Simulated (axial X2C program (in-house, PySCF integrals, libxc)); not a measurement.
# Bond lengths and stretching modes, held linear, of SSnS⁺

Calculated with an axial X2C code built on PySCF integrals: two-component X2C with atomic mean-field Coulomb and Gaunt terms, Gaussian nuclei, basis S dyall-av3z, Sn dyall-v3z with contracted cores. Spin-free rows use the one-electron spin-free X2C Hamiltonian.

Masses S 31.972, Sn 119.902, S 31.972 u. States: 2c Ω = 3/2 (beyond evenly filled blocks: ω = 3/2); spin-free M_S = 1/2, Λ = 1 (beyond evenly filled blocks: π+α, π+β, π-α).

PBE0, 2c: energies above the lowest point

| r(S–Sn) (Å) | r(Sn–S) (Å) | E (meV) |
| --- | --- | --- |
| 2.1577 | 2.1577 | 62.62 |
| 2.1577 | 2.2130 | 21.82 |
| 2.1577 | 2.2683 | 24.99 |
| 2.2130 | 2.1577 | 21.82 |
| 2.2130 | 2.2130 | 0.00 |
| 2.2130 | 2.2683 | 21.16 |
| 2.2130 | 2.3237 | 71.53 |
| 2.2683 | 2.1577 | 24.99 |
| 2.2683 | 2.2130 | 21.16 |
| 2.2683 | 2.2683 | 61.54 |
| 2.3237 | 2.2130 | 71.53 |
| 2.3237 | 2.3237 | 218.23 |

Question: Fit a quadratic surface with cubic terms in each bond: where is the minimum, and what are the two stretching wavenumbers?

Answer: At PBE0, 2c: bonds 2.211 and 2.211 Å; harmonic stretches 331.0 and 418.4 cm⁻¹; force constants 2.32, 2.32 and coupling 0.98 mdyn/Å.

The other levels and Hamiltonians give:

```tsv
Hamiltonian	level	r(S–Sn) (Å)	r(Sn–S) (Å)	lower stretch (cm⁻¹)	upper stretch (cm⁻¹)
2c	B3LYP	2.235	2.235	343.5	396.4
spin-free	PBE0	2.211	2.211	342.3	417.6
spin-free	B3LYP	2.235	2.235	350.3	396.4
```

Each state is one determinant, the lowest of a limited PBE0 search; the stretches come from a fit to these few points and carry an uncertainty of a few per cent. Other orders of the atoms were not compared. Left out for rough or failed fits: HF 2c, MP2 2c, HF spin-free, MP2 spin-free. The molecule was held linear; bending was not examined, so a bent shape may lie lower. Note: functional without a current term on a determinant with orbital currents, of the molecule or an atom.
